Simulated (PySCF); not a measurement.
Predicted microwave data (PySCF, PBE0-D3(BJ)/def2-SVP geometry optimisation, gas phase) for one isomer of C6H12Ge:

```
Rotational constants : A = 3992, B = 985.1, C = 846.4 MHz
Dipole components    : |μa| = 0.53 D, |μb| = 0.01 D, |μc| = 0.02 D
Inertial defect      : -42.52 u·Å²
κ                    : -0.91
```

Task: Which structure is it? (One computed conformer of each.)
A. `[CH3:1][CH:2]([CH3:3])[CH2:4][C:5]#[C:6][GeH3:7]` with C1–C2–C4–C5 63°
B. `[CH2:1]=[C:2]([CH3:3])[C@@H:4]1[CH2:5][C@@H:6]1[GeH3:7]` with C1–C2–C4–C5 -13°
C. `[CH3:1][CH2:2][C:3]1=[CH:4][CH2:5][GeH2:6][CH2:7]1` with C1–C2–C3–C4 -116°

Result: C. It is CCC1=C[CH2][GeH2][CH2]1, a near-prolate asymmetric top, point group C1. The candidates at the same level (rigid rotor, commonest isotopes):

| SMILES | A (MHz) | B (MHz) | C (MHz) | μa (D) | μb (D) | μc (D) | Δ (u·Å²) | point group | rotor |
| --- | --- | --- | --- | --- | --- | --- | --- | --- | --- |
| CC(C)CC#[C][GeH3] | 4108 | 545.4 | 542.6 | 1.07 | 0.13 | 0.00 | -118.29 | – | – |
| C=C(C)[C@@H]1C[C@@H]1[GeH3] | 2551 | 1163 | 1008 | 0.55 | 0.50 | 0.65 | -130.92 | C1 | asymmetric top |
| CCC1=C[CH2][GeH2][CH2]1 | 3992 | 985.1 | 846.4 | 0.53 | 0.01 | 0.02 | -42.52 | C1 | near-prolate asymmetric top |

`C=C(C)[C@@H]1C[C@@H]1[GeH3]` has A 36 % too low; `CC(C)CC#[C][GeH3]` has B 45 % too low. No structure here is proved a minimum.
